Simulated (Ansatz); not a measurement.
Geometry optimisation, UKS PBE-D4/def2-SVP (Ansatz).

Input file:

```yaml
crystal:
  periodic: [false, false, false]
  atoms:
    - { symbol: Ge, position_ang: [-0.002328, -0.041877, -0.230722] }
    - { symbol: Cl, position_ang: [-0.0283, 0.01317, 3.190026] }
    - { symbol: H, position_ang: [1.448167, 0.063844, -0.805022] }
    - { symbol: O, position_ang: [-0.82871, 1.412678, -0.939569] }
    - { symbol: H, position_ang: [-1.79034, 1.318946, -0.790234] }
    - { symbol: H, position_ang: [-0.717339, -1.339137, -0.776575] }
    - { symbol: H, position_ang: [0.02525, -0.034524, 4.528496] }
magnetization:
  spin_polarized: true
  initial_magnetization: 1
basis:
  gaussian: { orbitals: def2-SVP }
hamiltonian:
  xc: pbe
  dispersion: d4
relax:
  f_tol: 0.03
  max_steps: 50
```

Run as:

```bash
$ ansatz run input.yaml --threads 2 --pin off --max-ram 3072MiB --backend cpu --events-out ev --progress --plain --runs-dir out
```

Task: Where does it end, and by what steps?

Result: The run converged. The force dipped under the threshold on the way, but the program's further checks kept it going. After 4 steps the energy has fallen by 0.021 eV; Cl2 moved furthest, 0.07 Å.

| step | energy less start (eV) | largest force component (eV/Å) | accepted |
| --- | --- | --- | --- |
| 0 | 0.0000 | 0.938 | yes |
| 1 | -0.0159 | 0.428 | yes |
| 2 | -0.0191 | 0.133 | yes |
| 3 | -0.0202 | 0.026 | yes |
| 4 | -0.0205 | 0.019 | yes |

```xyz
7
Properties=species:S:1:pos:R:3
Ge -0.009 -0.039 -0.245
Cl -0.027 0.018 3.264
H 1.442 0.072 -0.821
O -0.832 1.406 -0.970
H -1.797 1.344 -0.838
H -0.712 -1.350 -0.777
H 0.041 -0.059 4.563
```

Time of the run: 12 s on 2 threads of Arm Neoverse V1, with other jobs on the host, peak memory 0.14 GiB.
